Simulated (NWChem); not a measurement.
Species: SiH3OBr; SMILES Br[SiH2]O

```xyz
6

Si    -0.5115    -1.0678    -0.0176
O      0.8179    -2.0452    -0.1050
Br     0.0583     1.0899    -0.0340
H     -1.3164    -1.3486    -1.2287
H     -1.2823    -1.2741     1.2402
H      1.4637    -1.9888     0.6060
```
Atoms are numbered in this order, from 1.

All runs: NWChem. Pople sets run with spherical d functions. Coordinates come from a PBE0/def2-SVP optimisation. GIAO values for the isolated, static molecule; σ is the absolute isotropic shielding, δ = σ(reference) − σ with the isolated reference molecule computed at the same levels (1H: tetramethylsilane, 17O: water, 29Si: tetramethylsilane). Spin-orbit effects, on the heavy nuclei and on their neighbours, are missing.

```tsv
level	δ Si1 (ppm)	δ O2 (ppm)	σ Br3 (ppm)	δ H4 (ppm)	δ H5 (ppm)	δ H6 (ppm)
Hartree-Fock/6-31G*	…	…	…	…	…	1.76
B3LYP/6-31G*	12.3	45.9	2586.1	5.55	5.77	1.35
PBE0/pcSseg-1	-5.7	56.5	2545.5	5.47	5.78	1.75
B3LYP/6-311G**	-6.7	66.1	2497.7	5.53	5.79	1.61
LDA (Slater exchange, VWN5)/pcSseg-1	2.6	76.7	2433.0	5.95	6.35	1.88
```

Problem. Complete the blanks.

Solution. 
- Hartree-Fock/6-31G*, δ Si1 (ppm): -4.7
- Hartree-Fock/6-31G*, δ O2 (ppm): 26.4
- Hartree-Fock/6-31G*, σ Br3 (ppm): 2751.7
- Hartree-Fock/6-31G*, δ H4 (ppm): 5.34
- Hartree-Fock/6-31G*, δ H5 (ppm): 5.41
